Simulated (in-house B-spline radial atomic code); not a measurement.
Whole-atom quantities along the 58-electron series, configuration [Kr] 4d10 4f11 5s1. Computed with a radial B-spline atomic code at the basis-set limit: non-relativistic Hartree-Fock, average of the configuration, point nuclei.

This level leaves out relativity, spin-orbit splitting included, which matters for heavy ions.

| ion | Z | E/Z² (Eh) | Σ<r²> (bohr²) | n(0)/Z³ (bohr⁻³) | Lamb diamagnetic shielding (ppm) | repulsion over attraction |
| --- | --- | --- | --- | --- | --- | --- |
| Hf14+ | 72 | -2.7501 | 11.689 | 0.71493 | 8215.83 | 0.14439 |
| Ta15+ | 73 | -2.7629 | 11.018 | 0.71533 | 8356.37 | 0.14314 |
| W16+ | 74 | -2.7754 | 10.412 | 0.71572 | 8496.8 | 0.14188 |
